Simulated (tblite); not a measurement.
CH₂Cl₆Si₂, charge -1, doublet, geometry from GFN2-xTB (a state made from the parent by changing its charge; the spin is typed, not shown lowest); GFN1-xTB run with tblite.

Input for tblite:
```
$ tblite run mol.xyz --method gfn1 --charge -1 --spin 1 --efield 0,0,0.1 --json tblite.json --no-restart

# file mol.xyz
11

Cl     3.08799008    -0.39677225    -1.26569421
Si     1.47398113     0.29321702    -0.19461162
Cl     2.17933231     0.66766398     1.66884890
Cl     0.97661910     2.06905610    -1.02181231
C      0.10544345    -0.99510331    -0.21573527
Si    -1.63560367    -0.25343323     0.20330251
Cl    -2.05187644     0.25737694    -1.98728099
Cl    -1.20310332    -0.20377725     2.43948372
Cl    -2.91612256    -1.88424425     0.27626352
H      0.33616261    -1.78103735     0.50587682
H      0.05562643    -1.46347131    -1.19988467
```

The log (banner, timings and long lists left out):

```
xTB calculator
 | screened Coulomb repulsion
 | Coulomb electrostatics
 |  * isotropic Klopman-Ohno-Mataga-Nishimoto electrostatics
 |  * onsite third-order electrostatics
 | DFT-D3(BJ) dispersion correction
 | Interactions (1)
 | [1] electric field

halogen bonding energy    0.0000000000000E+00 Eh
repulsion energy          1.0620134632447E-01 Eh
dispersion energy        -1.0269287879210E-02 Eh
interaction energy        0.0000000000000E+00 Eh
number of electrons       5.7000000000000E+01 e
integral cutoff           2.8146159136829E+01 bohr

------------------------------------------------------------
  cycle        total energy    energy error   density error
------------------------------------------------------------
      1     -32.96311874086  -3.3059051E+01   3.4363400E-01
      2     -32.99825321871  -3.5134478E-02   2.1679013E-01
      3     -32.99668375651   1.5694622E-03   3.9024644E-02
      4     -33.00039139141  -3.7076349E-03   1.2643335E-02
      5     -33.00078521595  -3.9382454E-04   4.6876376E-03
      6     -33.00079359041  -8.3744653E-06   9.7495808E-04
      7     -33.00079604136  -2.4509501E-06   3.0655192E-04
      8     -33.00079602361   1.7747240E-08   1.8998320E-04
      9     -33.00079634368  -3.2006504E-07   1.9479255E-05
------------------------------------------------------------

electronic energy        -3.3096728402125E+01 Eh
total energy             -3.3000796343679E+01 Eh

Post processing:
 | Mayer-Wiberg bond orders

[Info] JSON dump of results written to 'tblite.json'
```
